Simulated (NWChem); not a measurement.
## Correlation energy of ClGe

```xyz
2

Ge     0.0000     0.0000     0.7648
Cl     0.0000     0.0000    -1.4397
```
Charge 0, spin multiplicity 2.

All runs are NWChem calculations. The geometry was optimised at UB3LYP/def2-SVP, a minimum by its harmonic frequencies.

Basis set: 6-311G**. Each correlation energy counts from its own Hartree-Fock reference.

The Hamiltonian is non-relativistic. The correlated methods keep 14 core orbitals frozen. The Pople sets run with spherical d functions. This spin state was chosen for the runs; another may lie lower. The structure started from a generated list of species. The unpaired electrons of the parent sit in orbitals of symmetry b2 (C2v labels of the run); other states weren't searched. The stability of the SCF solutions was not checked. Open-shell Hartree-Fock references start from PBE0 orbitals. Coupled-cluster values serve here as a point of comparison, not as the truth.

Task: Order these methods by the correlation energy they give, lowest first: UMP2, SCS-UMP2, CCSD on UHF, CCSD[T] on UHF, CCSD(T) on UHF.

Result: CCSD[T] on UHF (-366.5 mHa), CCSD(T) on UHF (-365.5 mHa), CCSD on UHF (-354.5 mHa), UMP2 (-341.2 mHa), SCS-UMP2 (-320.2 mHa)
